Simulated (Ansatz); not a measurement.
Cd2O2⁺, relaxed as a doublet with UKS r2SCAN-D4/def2-TZVP in Ansatz, starting from the GFN1-xTB geometry. Force threshold 0.02 eV/Å.

In the def2 sets Cd takes a core potential; there is no spin–orbit coupling. The structure holds one bond between oxygen atoms, so isomers without such links may lie far lower. The charge 1 doublet is spin-contaminated (final ⟨S²⟩ up to 1.35, 0.75 for a pure state). The relaxation made no stability test and no search for a lower SCF solution. The structure comes from a short search, and lower isomers may exist.

Start:

```xyz
4

Cd    0.112   -0.347    1.697
Cd    1.495   -0.756   -0.455
O    -1.136    0.648   -0.104
O    -0.471    0.454   -1.137
```

```json
{"step": "1", "energy (eV)": "-13217.4196", "largest force component (eV/Å)": "1.100", "SCF passes": "24"}
{"step": "2", "energy (eV)": "-13217.5278", "largest force component (eV/Å)": "0.645", "SCF passes": "30"}
{"step": "3", "energy (eV)": "-13217.5440", "largest force component (eV/Å)": "0.668", "SCF passes": "30"}
{"step": "4", "energy (eV)": "-13217.5544", "largest force component (eV/Å)": "0.053", "SCF passes": "28"}
{"step": "5", "energy (eV)": "-13217.5560", "largest force component (eV/Å)": "0.033", "SCF passes": "25"}
{"step": "6 (rejected)", "energy (eV)": "-13217.5559", "largest force component (eV/Å)": "0.045", "SCF passes": "26"}
{"step": "7", "energy (eV)": "-13217.5562", "largest force component (eV/Å)": "0.001", "SCF passes": "27"}
```

Force components are those of the run's own axes.

End:

```xyz
4

Cd    0.134   -0.385    1.853
Cd    1.636   -0.829   -0.485
O    -1.211    0.703   -0.176
O    -0.559    0.511   -1.191
```

Bonds lost: Cd1–O3, Cd2–O4 (atoms count from 1).

No frequencies were taken in this run, so the end may be a saddle point.

Run time 24 s (4 threads of Arm Neoverse V1 on a shared host).
